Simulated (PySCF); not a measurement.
**Gas-phase thermal properties of SnCl2**

Method: PySCF energies (xtb for GFN2) plus ideal-gas RRHO corrections (1 bar). All species are closed-shell singlets. Sn: scalar-relativistic def2 core potential, no spin-orbit coupling. The harmonic model lacks anharmonicity and excited electronic states, which grow with temperature; levels with a mode under 35 cm⁻¹ are left out. Soft modes under 120 cm⁻¹ make the harmonic entropy rough for SnCl2.

```json
[
 {"level": "GFN2-xTB", "point group": "C2v", "σ": "2", "ZPE (kJ/mol)": "4.4", "S°298 (J/mol/K)": "308.2", "Cp298 (J/mol/K)": "55.1", "S°1000 (J/mol/K)": "377.1", "H1000 − H298 (kJ/mol)": "40.2"},
 {"level": "PBE/def2-SVP", "point group": "C2v", "σ": "2", "ZPE (kJ/mol)": "4.8", "S°298 (J/mol/K)": "307.4", "Cp298 (J/mol/K)": "54.7", "S°1000 (J/mol/K)": "376.1", "H1000 − H298 (kJ/mol)": "40.1"},
 {"level": "PBE0/def2-TZVP", "point group": "C2v", "σ": "2", "ZPE (kJ/mol)": "4.9", "S°298 (J/mol/K)": "305.9", "Cp298 (J/mol/K)": "54.5", "S°1000 (J/mol/K)": "374.6", "H1000 − H298 (kJ/mol)": "40.0"}
]
```
σ: rotational symmetry number. Electronic degeneracy used: 1. Frequencies are unscaled.
